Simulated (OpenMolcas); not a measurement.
# Te⁴⁺: effect of the IPEA shift

- Program: OpenMolcas 26.06
- Basis: ANO-RCC-VTZP [7s6p4d2f1g]
- Scalar Hamiltonian: DKH2, point nucleus
- Active space: 2 electrons in 4 orbitals (5s 5p)
- State averaging: 2S+1 = 3 even, 3 roots; 2S+1 = 1 even, 7 roots; 2S+1 = 3 odd, 3 roots; 2S+1 = 1 odd, 3 roots
- Spin-orbit coupling: RASSI with atomic mean-field integrals over the reference wave functions, term energies averaged over their components

Methods on the same reference wave functions:
A. CASSCF
B. MS-CASPT2, IPEA 0 Eh, imaginary shift 0.1 Eh (closed shells correlated: 4d)
C. MS-CASPT2, IPEA 0.25 Eh, imaginary shift 0.1 Eh (closed shells correlated: 4d)

Energies in cm-1 above 5s2 1S0, the measured ground level; measured values from Moore, Atomic Energy Levels, vol. III, NSRDS-NBS 35 (1971 reprint of NBS Circular 467, 1958).

| Level | A | B | C | Measured |
| --- | --- | --- | --- | --- |
| 5s2 1S0 | 0.0 | 0.0 | 0.0 | 0.0 |
| 5s 5p 3P* 0 | 70175 | 75020 | 75150 |  |
| 5s 5p 3P* 1 | 73072 | 77720 | 77870 |  |
| 5s 5p 3P* 2 | 80074 | 84920 | 85050 |  |
| 5s 5p 1P* 1 | 118928 | 109070 | 109880 | 111707 |
| 5p2 3P0 | 173665 | 175680 | 176060 | 176248 |
| 5p2 3P1 | 178632 | 181200 | 181560 | 182419 |
| 5p2 1S0 | 218972 | 211940 | 212600 |  |

Deviations, from unrounded energies. A percentage is the sum of absolute deviations over the sum of measured energies, with the sign that they share, or ± where signs differ.

```
           Against measurement  Levels     A     B     C
mean absolute deviation (cm-1)       3  4500  1500   960
      other configurations (%)       3  ±2.9  -0.9  -0.6
```

C lies closest to measurement on these levels and A furthest from it. The largest miss of C in the table is 5s 5p 1P* 1, by -1800 cm-1. The ranking rests on the paired levels alone, and a cruder setting can come out closer through cancelling errors.

Between B and C the level of the table that moves most is 5s 5p 1P* 1, by 810 cm-1 (lowest in B, highest in C). Moves below CASPT2's spread within the term are not significant.

The lowest spin-free term lies below A's lowest term by 0.417 hartree in B, 0.415 hartree in C.

Over all roots computed the reference weight is 0.87 to 0.95 in B, 0.90 to 0.95 in C; the roots of lowest weight are the least certain, and an intruder state may touch them. The ¹D term of p² mixes with s d, which this space lacks. Computed and measured levels are paired by configuration, term and J; levels that our copy of the source lacks, or whose pairing is in doubt (as where it misses far off the trend of its configuration), stay unpaired and out of the deviations. Only configurations of the active space appear. Levels that lie high or do not pair safely by name in every column are left out.

* marks odd parity.
